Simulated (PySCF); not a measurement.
C2H5BN2, SMILES NB1C=NC1.

Geometry optimised at PBE0-D3(BJ)/def2-SVP. This is a generated structure with no PubChem entry under its InChIKey; it may be hypothetical. One conformer was computed; it need not be the lowest.

Method: PBE/def2-TZVP (PySCF).

Estimate the frontier levels, gap, dipole moment and polarisability. (The exact figures need the calculation; the answer reports its results.)


The highest occupied level is -5.38 eV and the lowest empty level is -2.05 eV. The orbital gap is 3.33 eV and the dipole moment is 3.86 D. The quadrupole, principal values (traceless, Buckingham form, about the centre of nuclear charge) comes out as -3.10, -0.54, 3.64 D·Å and the mean static polarisability comes out as 52.2 bohr³ (7.73 Å³). The polarisability, principal values is 36.6, 56.2, 63.6 bohr³.
